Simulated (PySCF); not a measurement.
Lowest empty level (eV) of eight silicon and germanium compounds: PBE beside HF, computed with PySCF for isolated molecules in the bases named; differences from unrounded values. The eight are the first of their class met in an unordered collection, after screening for sound electronic states; none was chosen by its value. Each molecule has one DFT geometry for both levels.

```json
[
 {"molecule": "C3H5FOSi, SMILES F[Si@H]1C=CCO1", "basis": "def2-TZVP", "HF": "2.99", "PBE": "-1.70", "difference": "-4.69"},
 {"molecule": "CH8FNOSi2, SMILES C[Si@@H](O)[Si@H](N)F", "basis": "def2-TZVP", "HF": "2.67", "PBE": "-1.19", "difference": "-3.86"},
 {"molecule": "C2H7FOSi, SMILES C[Si@H](F)CO", "basis": "def2-TZVP", "HF": "3.44", "PBE": "-0.27", "difference": "-3.71"},
 {"molecule": "GeHCl₃, SMILES [Cl][GeH]([Cl])[Cl]", "basis": "def2-TZVP", "HF": "2.37", "PBE": "-2.55", "difference": "-4.92"},
 {"molecule": "Si(H)(F)(OH)(OMe) (CH5FO2Si), SMILES CO[SiH](O)F", "basis": "def2-TZVP", "HF": "3.69", "PBE": "-0.10", "difference": "-3.79"},
 {"molecule": "Cl₂FH₃OSi₂, SMILES [Si](O[SiH3])(Cl)(Cl)F", "basis": "def2-TZVP", "HF": "2.73", "PBE": "-1.46", "difference": "-4.18"},
 {"molecule": "C₄H₉NSi, SMILES C=C=C[Si@H](N)C", "basis": "def2-TZVP", "HF": "3.38", "PBE": "-1.09", "difference": "-4.46"},
 {"molecule": "Si(H)2(OMe)(SeH) (CH₆OSeSi), SMILES CO[SiH2][SeH]", "basis": "def2-TZVP", "HF": "3.00", "PBE": "-0.93", "difference": "-3.94"}
]
```

PBE lies below HF in 8 and above it in 0 of the eight; the mean signed difference is -4.19 and the largest -4.92 eV.
